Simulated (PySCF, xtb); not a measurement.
Parents of the type formyl-X, proton added and the species left after one step. Isolated molecules, 0 K electronic values unless said otherwise. One relaxed conformer stands for each flexible species; it need not be the lowest. The site is fixed along the series; a substituent can offer a better one. Strings in code marks are SMILES.

Quantity: proton affinity at 298 K, in kcal/mol. Thermal and zero-point terms are GFN2-xTB rigid-rotor harmonic values (xtb).

Level: PBE-D3(BJ)/def2-TZVP // TPSSh-D3(BJ)/def2-TZVP (PySCF).

```csv
species,E (Ha),H(298 K) − E (Ha)
`O=C[SeH]` (O–C–Se–H torsion 180°),-2515.64002,0.02917
`[H]/[O+]=C\[SeH]` (O–C–Se–H torsion 0°),-2515.94157,0.04072
H+,0,0.00236
```

Work out the proton affinity at 298 K.

H = E + (H − E) for each species, with 5/2 RT for the lone particle. The enthalpy of the separated products less that of the bound species is 0.29236 Ha, or 183.5 kcal/mol.
